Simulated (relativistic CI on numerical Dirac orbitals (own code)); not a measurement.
How well does a small relativistic CI reproduce As VI?

Calculated at this level of theory: Dirac-Coulomb-Breit CI, orbitals from a KLI potential per configuration, QED by a radiative potential, valence Slater integrals scaled by 0.85, P86 correlation estimate, and configurations built on the next ion tied to the tabulated ionisation energy (semi-empirical) (own radial code, finite nucleus).

Configuration list (outside the closed core [Ar]): 3d10, 3d9 4s, 3d9 4p, 3d9 4d, 3d9 5s, 3d9 4f, 3d9 5p, 3d8 4s2, 3d9 5d, 3d9 5f, 3d9 5g, 3d8 4s 4p, 3d8 4p2, 3d8 4s 4d, 3d8 4p 4d. Levels of other configurations are missing.

```tsv
Configuration	Term (tabulated)	J	Measured (cm⁻¹)	Computed	Error	Purity (%)
3d10	1S	0	0.0	0	0	100
3d9 4s	3D	3	331180.0	338183	7003	100
3d9 4s	3D	2	333230.0	340112	6882	78
3d9 4s	3D	1	336870.0	343769	6899	100
3d9 4s	1D	2	340230.0	346729	6499	78
```

Measured levels from Moore, Atomic Energy Levels, vol. II, NSRDS-NBS 35 (1971 reprint of NBS Circular 467, 1952); pairs were made by configuration, J and term (by order where the table uses no LS term), so strongly mixed levels may be paired wrongly. The analysis dates from before 1960.

Mean error by configuration (cm⁻¹): 3d9 4s 6821. Over the excited levels the mean absolute error is 6821 cm⁻¹ (4 of the 4 excited levels that our extract of the source holds in range could be paired), and the median relative error of those above 1,000 cm⁻¹ is 2.1 %.
